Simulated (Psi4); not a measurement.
H3ClSi, singlet, geometry from GFN2-xTB. Base run: Psi4 with CCSD(T)/aug-cc-pVDZ.

Here is a job for Psi4.
```
memory 2 GB

molecule {
0 1
Si   -0.96231450   -0.03780496   -0.06063844
Cl    1.04230854    0.04094756    0.06567912
H    -1.31550955   -1.02748432   -1.07192008
H    -1.44611841    1.28449229   -0.44059408
H    -1.48521425   -0.42384708    1.24490737
}

set {
  basis aug-cc-pvdz
  freeze_core true
}

energy('ccsd(t)')
print_variables()
```

The base run was repeated with changes; each row names its change, and settings that it needs were set with it.

```tsv
change	ΔE vs base (kcal/mol)	MP2 correlation (Eh)	basis functions
base	0.000	-0.25616	81
method = mp4	0.97	-0.25616	81
method = qcisd(t)	-0.070	-0.25616	81
method = mp2	26.59	-0.25613	81
method = ccsd	4.44	-0.25616	81
method = mp3	6.62	-0.25613	81
method = dlpno-mp2	26.61	-0.25611	81
method = fno-ccsd(t)	0.001	-0.25616	81
```
